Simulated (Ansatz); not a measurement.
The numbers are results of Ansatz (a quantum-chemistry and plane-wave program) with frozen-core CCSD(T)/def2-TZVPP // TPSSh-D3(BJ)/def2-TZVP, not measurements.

Ansatz 0.2 input:
```yaml
crystal:
  periodic: [false, false, false]
  atoms:
    - { symbol: F, position_ang: [1.659417, -0.490007, 0.853877] }
    - { symbol: C, position_ang: [0.716638, -0.395628, -0.149411] }
    - { symbol: C, position_ang: [-0.714881, -0.473286, 0.247557] }
    - { symbol: C, position_ang: [-0.105028, 0.84339, -0.203457] }
    - { symbol: H, position_ang: [1.070009, -0.869592, -1.056995] }
    - { symbol: H, position_ang: [-1.40615, -0.989214, -0.406654] }
    - { symbol: H, position_ang: [-0.916787, -0.574733, 1.30588] }
    - { symbol: H, position_ang: [0.080072, 1.579848, 0.567565] }
    - { symbol: H, position_ang: [-0.37052, 1.245746, -1.172867] }
basis:
  gaussian: { orbitals: def2-TZVPP }
correlation:
  method: ccsd_t
```

Output:

```
Functional definition: HF
1162 factors; integrals over basis functions are off by at most 1.1e-3 eV
mean field evaluation 1: about -5875.0292 eV, gradient 3.2e1 eV
mean field evaluation 2: about -5875.0338 eV, gradient 3.2e1 eV
mean field evaluation 4: about -5877.5407 eV, gradient 3.2e0 eV
mean field evaluation 8: about -5877.5728 eV, gradient 1.8e-4 eV
mean field evaluation 16: about -5877.5696 eV, gradient 2.3e-1 eV
mean field -5877.57276449 eV, -215.9968151332 hartree, gradient 2.4e-6 eV, S^2 0.000000; 0 other end points of the search recorded, 0 dependent functions left out
4 core orbitals not correlated
reference -5877.57276449 eV, -215.9968151332 hartree; 12, 12 occupied and 178, 178 virtual orbitals, 1162 factors
second order -20.45659657 eV of doubles, -0.00000000 eV of singles
cycle   1  -20.66861362 eV  change   -2.1e-1 eV  update   8.6e-2
cycle   2  -21.10697265 eV  change   -4.4e-1 eV  update   2.4e-2
cycle   3  -21.20172831 eV  change   -9.5e-2 eV  update   1.1e-2
cycle   4  -21.19599112 eV  change    5.7e-3 eV  update   2.2e-3
cycle   5  -21.19599144 eV  change   -3.3e-7 eV  update   8.8e-4
cycle   6  -21.19655604 eV  change   -5.6e-4 eV  update   2.3e-4
cycle   7  -21.19651899 eV  change    3.7e-5 eV  update   8.9e-5
cycle   8  -21.19647935 eV  change    4.0e-5 eV  update   2.8e-5
cycle   9  -21.19647724 eV  change    2.1e-6 eV  update   1.1e-5
perturbative correction -0.79330439 eV, -0.0291533986 hartree
Total energy: -5899.56254612 eV, -216.8049247028 hartree
```

Cost: roughly 2.0 core-minutes.
